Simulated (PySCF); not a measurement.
## Exercise with solution: chemical shift, span and skew from a shielding tensor

C4H5NO, SMILES Nc1ccco1. Atoms are numbered in the order given.

```xyz
11

N      2.0239     0.1708    -0.1786
C      0.6486     0.1639    -0.0403
C     -0.3058     1.1511    -0.0158
C     -1.5684     0.4633     0.0623
C     -1.2904    -0.8687     0.0849
O      0.0713    -1.0566     0.0206
H      2.4568     1.0508     0.0800
H      2.4824    -0.6213     0.2634
H     -0.1329     2.2235    -0.0521
H     -2.5572     0.9160     0.1012
H     -1.8912    -1.7703     0.1461
```
Charge 0, spin multiplicity 1.

Geometry optimised at B3LYP-D3(BJ)/def2-SVP. Other conformers were not sampled.

GIAO shieldings from PySCF with HF/pcSseg-1, non-relativistic, no solvent. The symmetric part of the tensor of C4 has the principal values -34.5, 75.6, 165.7 ppm. The same nucleus in TMS has σ = 192.6 ppm at this level (PySCF, at its B3LYP-D3(BJ)/def2-TZVP geometry).

Problem. Work out the isotropic shielding, the ¹³C shift against TMS, the span and the skew.

Solution. 
σ(iso) = (σ11 + σ22 + σ33)/3 = 68.9 ppm. δ = σ(ref) − σ(iso) = 192.6 − (68.9) = 123.7 ppm.
Span Ω = σ33 − σ11 = 200.2 ppm. Skew κ = 3(σ(iso) − σ22)/Ω = -0.10. Tumbling in solution averages the tensor to δ; in a static solid the shielding alone would spread this spin-1/2 line over Ω.
